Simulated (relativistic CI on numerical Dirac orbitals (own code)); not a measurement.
# Cu²⁺ in a cubic cluster: 2p photoemission with charge transfer

Computed with a charge-transfer multiplet model of a cubic metal-ligand cluster with up to one ligand hole, Slater and spin-orbit integrals from Dirac-Coulomb-Breit ions, Slater integrals scaled by 0.7. The ground state mixes d9 with configurations of k ligand holes L, whose averages lie at kΔ + k(k − 1)U_dd/2; a core hole lowers each added d electron by U_cd. 300 K, Lorentzian 0.6 eV and Gaussian 0.8 eV FWHM.

Atomic integrals in eV (Slater integrals scaled, ζ unscaled), ground: F2dd 9.683, F4dd 6.042, zeta_d 0.099; with the core hole: F2dd 9.683, F4dd 6.042, zeta_d 0.138, zeta_core 13.377, F2cd 6.178, G1cd 4.735, G3cd 2.694.

Cluster parameters (eV): Δ = 0.5, U_dd = 7.3, 10Dq = 1, 10Dq(ligand) = 0.9, V(eg) = 1.6, V(t2g) = -0.7, final-state hopping factor = 0.9.

| Case | n_d | d9 | d10L | S |
| --- | --- | --- | --- | --- |
| U_cd = 6.6 eV | 9.41 | 0.59 | 0.41 | 0.50 |
| U_cd = 7.8 eV | 9.41 | 0.59 | 0.41 | 0.50 |
| U_cd = 8.4 eV | 9.41 | 0.59 | 0.41 | 0.50 |
| U_cd = 9.6 eV | 9.41 | 0.59 | 0.41 | 0.50 |
| U_cd = 10.2 eV | 9.41 | 0.59 | 0.41 | 0.50 |

Weights, n_d and S are thermal averages at 300 K. Binding energies count from the first peak over 30 % of the highest in each spectrum, which can be another peak from case to case. The parameters are a model scan and need not match a compound or its usual spin state. Peaks in eV (height, largest 100):
- U_cd = 6.6 eV: 0.0 (100), 5.9 (33), 8.2 (18), 20.1 (50), 26.4 (15), 27.3 (18)
- U_cd = 7.8 eV: 0.0 (100), 6.9 (39), 9.2 (20), 20.1 (49), 27.4 (17), 28.3 (20)
- U_cd = 8.4 eV: 0.0 (100), 7.5 (41), 9.8 (21), 20.1 (50), 28.0 (18), 28.9 (21)
- U_cd = 9.6 eV: 0.0 (100), 8.7 (46), 11.0 (23), 20.1 (50), 29.1 (20), 30.1 (23)
- U_cd = 10.2 eV: 0.0 (100), 9.2 (48), 11.5 (24), 20.0 (50), 29.6 (21), 30.6 (23)

For the case U_cd = 8.4 eV, Δ = 0.5 eV is smaller than U_dd = 7.3 eV, the charge-transfer side of the Zaanen-Sawatzky-Allen scheme. With the core hole the configuration with one ligand hole lies at Δ − U_cd = -6.1, -7.3, -7.9, -9.1, -9.7 eV from the one without, in the order of the table; where this is negative the screened configuration lies lower.
